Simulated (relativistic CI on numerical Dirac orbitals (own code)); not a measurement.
**Ligand-field terms of d3**

Computed with a parametric ligand-field model of a d^n configuration (Racah B and C, spin-orbit zeta, crystal field), exact diagonalisation.

Field parameters in Wybourne normalisation: Oh B⁴₀ = 21Dq, B⁴₄ = √(5/14) B⁴₀. The field is a parameter set, without covalency.

B = 930 cm⁻¹, C = 3400 cm⁻¹ (C/B = 3.66), Oh, no spin-orbit coupling. Tanabe-Sugano data, E/B above the lowest term (Δ = |10Dq|; b, c mark the second and third term of a kind):

```csv
Δ/B,4A2,4T2,4T1,2E,2T1,2T2
1.0,0.00,1.00,1.79,15.86,15.93,16.31
5.0,0.00,5.00,8.68,17.08,17.82,20.87
9.0,0.00,9.00,15.00,17.52,18.46,23.71
13.0,0.00,13.00,20.68,17.80,18.79,25.28
17.0,0.00,17.00,25.79,18.00,18.99,26.39
21.0,0.00,21.00,30.51,18.17,19.13,27.24
25.0,0.00,25.00,35.00,18.31,19.23,27.93
29.0,0.00,29.00,39.34,18.42,19.31,28.48
33.0,0.00,33.00,43.58,18.52,19.38,28.94
37.0,0.00,37.00,47.77,18.61,19.43,29.32
41.0,0.00,41.00,51.91,18.69,19.48,29.64
45.0,0.00,45.00,56.03,18.76,19.51,29.92
```

The ground term stays 4A2.
